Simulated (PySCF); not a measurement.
These 5 structures share the formula C7H11N3. Method: PySCF 2.14.0, PBE0-D3(BJ)/def2-SVP geometry optimisation, gas phase. Energies are electronic, without zero-point or thermal terms, for one conformer each. No frequencies were run at this level. Point groups hold within 0.08 Å.

Question: Rank from lowest to highest electronic energy at this level (kcal/mol).
A. `[CH2:1]=[CH:2][c:3]1[n:4][n:5][nH:6][c:7]1[CH:8]([CH3:9])[CH3:10]` with C1–C2–C3–N4 0°, N6–C7–C8–C9 68°
B. `[CH2:1]=[CH:2][c:3]1[cH:4][n:5][n:6]([CH2:7][CH2:8][CH3:9])[n:10]1` with C1–C2–C3–C4 179°, N5–N6–C7–C8 -76°, N6–C7–C8–C9 -63°
C. `CC(C)(C)c1nccnn1`
D. `Cc1cnncc1N(C)C`
E. `CC(C)(C)c1ccnnn1`

Answer: C (0.0), B (1.4), A (4.1), D (6.4), E (17.2).

Neighbours under 2.5 kcal/mol apart (CC(C)(C)c1nccnn1 and C=Cc1cnn(CCC)n1; C=Cc1nn[nH]c1C(C)C and Cc1cnncc1N(C)C) can change places with a better method, another conformer or zero-point energy.

```
            SMILES      E (Eh)  E rel (kcal/mol)  dipole (D)  point group       A, B, C (MHz)
  CC(C)(C)c1nccnn1  -436.77340               0.0        2.11      near Cs   2647, 1040, 892.4
   C=Cc1cnn(CCC)n1  -436.77117               1.4        0.77           C1  2526, 846.8, 713.5
C=Cc1nn[nH]c1C(C)C  -436.76683               4.1        4.94      near Cs   2008, 1004, 781.9
    Cc1cnncc1N(C)C  -436.76323               6.4        5.75           C1   2147, 1181, 817.9
  CC(C)(C)c1ccnnn1  -436.74597              17.2        4.97            –   2672, 1002, 867.1
```

How do the relative energies change in single points at PBE0/pcSseg-1 (no added dispersion term) on the same geometries?

| SMILES | PBE0-D3(BJ)/def2-SVP (kcal/mol) | PBE0/pcSseg-1 (kcal/mol) | shift |
| --- | --- | --- | --- |
| CC(C)(C)c1nccnn1 | 0.0 | 0.0 | 0.0 |
| C=Cc1cnn(CCC)n1 | 1.4 | 1.4 | 0.0 |
| C=Cc1nn[nH]c1C(C)C | 4.1 | 4.2 | +0.1 |
| Cc1cnncc1N(C)C | 6.4 | 7.5 | +1.1 |
| CC(C)(C)c1ccnnn1 | 17.2 | 16.4 | -0.8 |

Each column counts from its own lowest isomer. The order is unchanged; the largest shift is 1.1 kcal/mol.
